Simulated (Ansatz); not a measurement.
GaH2Cl2F, singlet: at a first-order saddle point.

Input (in.yaml):

```yaml
crystal:
  periodic: [false, false, false]
  atoms:
    - {symbol: Ga, position_ang: [-0.118430, -0.338725, -0.316220]}
    - {symbol: F, position_ang: [0.927696, 1.259923, 0.074769]}
    - {symbol: Cl, position_ang: [1.088826, -2.070067, -0.415267]}
    - {symbol: Cl, position_ang: [-1.706323, 0.061340, -1.651646]}
    - {symbol: H, position_ang: [0.243610, 0.890964, 0.985270]}
    - {symbol: H, position_ang: [-0.435379, 0.196564, 1.323093]}
basis:
  gaussian: {orbitals: def2-TZVPP}
hamiltonian: {xc: pbe, dispersion: d4}
```

Run by:

```bash
ansatz run in.yaml --threads 4 --pin off --events-out ev --progress --plain --max-ram 9574MiB
```

What Ansatz 0.2.0 printed:

```
Functional definition: PBE
  name "PBE"
  cite "Perdew, Burke & Ernzerhof, Phys. Rev. Lett. 77, 3865 (1996) doi:10.1103/PhysRevLett.77.3865"
  parent pbe
  parameter kappa = 0.804
  parameter beta = 0.06672455060314922
  exchange = pbe_x(kappa = kappa, mu = beta*pi^2/3)
  correlation = pbe_c(beta = beta)
1230 factors; their error is unknown
mean field evaluation 1: about -80153.1957 eV, gradient 5.1e1 eV
mean field evaluation 2: about -80138.7563 eV, gradient 1.2e2 eV
mean field evaluation 4: about -80156.5560 eV, gradient 4.5e0 eV
mean field evaluation 8: about -80156.5870 eV, gradient 1.7e-1 eV
mean field evaluation 16: about -80156.5563 eV, gradient 1.0e-4 eV
mean field -80156.55632217 eV, -2945.6991127743 hartree, gradient 3.0e-5 eV, S^2 0.000000; 0 other end points of the search recorded, 0 dependent functions left out
reference -80156.55635804 eV, -2945.6991140925 hartree; 38, 38 occupied and 153, 153 virtual orbitals, 1230 factors
Total energy: -80156.70691295 eV, -2945.7046468836 hartree
```

The lines “mean field evaluation” count trial sets of orbitals through the whole run, from several starts and some on an approximate energy, so they need not fall steadily or lie above the final value.

The run took about 2.6 s on 4 CPU threads of an Intel Xeon (shared host).
